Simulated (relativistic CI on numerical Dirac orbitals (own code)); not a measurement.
Method of calculation: Dirac-Coulomb-Breit CI, separate exchange-only KLI orbitals for each configuration, a model potential for QED, unscaled Slater integrals (own radial code, finite nucleus).

CI space (outside the closed core [Ne]): 3s²3p⁶3d⁷, 3s²3p⁵3d⁸, 3s²3p⁴3d⁹, 3s3p⁶3d⁸, 3p⁶3d⁹, 3s3p⁵3d⁹, 3s²3p⁶3d⁶4s, 3s²3p⁶3d⁶4p, 3s²3p⁴3d⁸4s, 3s²3p⁶3d⁶4d, 3s²3p⁴3d⁸4p, 3s²3p⁵3d⁷4s, 3s²3p⁶3d⁶4f, 3s²3p⁴3d⁸4d, 3s3p⁵3d⁸4s, 3s²3p⁵3d⁷4p, 3s3p⁵3d⁸4p, 3s²3p⁶3d⁵4s², 3s²3p⁵3d⁷4d, 3s3p⁵3d⁸4d, 3s3p⁶3d⁷4s, 3s²3p⁶3d⁵4s4p, 3s²3p⁵3d⁷4f, 3p⁶3d⁸4s, 3s²3p⁶3d⁶5s, 3s²3p⁶3d⁵4p², 3s3p⁶3d⁷4p, 3p⁶3d⁸4p, 3s²3p⁶3d⁶5p, 3s²3p⁵3d⁶4s², 3s²3p⁶3d⁶5d, 3p⁶3d⁸4d, 3s²3p⁶3d⁶5f, 3s3p⁶3d⁶4s², 3s²3p⁵3d⁷5s, 3s²3p⁶3d⁶6s. Levels of other configurations are missing.

At this charge energies of transitions that change n are usually good to better than 1 %, and those within a shell (Δn = 0) to a few per cent.

Outline of the computed level scheme of Bi LIX. Lowest level of each configuration: 3s²3p⁶3d⁷ ⁴F9/2 at 0.000 eV; 3s²3p⁵3d⁸ ⁴G°11/2 at 517.081 eV.

Some strong electric-dipole decays among the lowest 45 levels: 3s²3p⁵3d⁸ ⁴D°7/2 → 3s²3p⁶3d⁷ ⁴F9/2 (3.2e+12 s⁻¹); 3s²3p⁵3d⁸ ²G°7/2 → 3s²3p⁶3d⁷ ⁴F9/2 (2.6e+12 s⁻¹); 3s²3p⁵3d⁸ ⁴S°3/2 → 3s²3p⁶3d⁷ ⁴P5/2 (2.6e+12 s⁻¹); 3s²3p⁵3d⁸ ²G°9/2 → 3s²3p⁶3d⁷ ²H11/2 (2.4e+12 s⁻¹); 3s²3p⁵3d⁸ ²P°3/2 → 3s²3p⁶3d⁷ ²D5/2 (2.3e+12 s⁻¹); 3s²3p⁵3d⁸ ²P°1/2 → 3s²3p⁶3d⁷ ²P3/2 (2.0e+12 s⁻¹); 3s²3p⁵3d⁸ ⁴D°5/2 → 3s²3p⁶3d⁷ ⁴F7/2 (1.7e+12 s⁻¹); 3s²3p⁵3d⁸ ²G°7/2 → 3s²3p⁶3d⁷ ²H9/2 (1.7e+12 s⁻¹).

LS names give the leading component of a level, which can be under half, so a name can repeat, a term be missing and a line seem to break the LS rules.
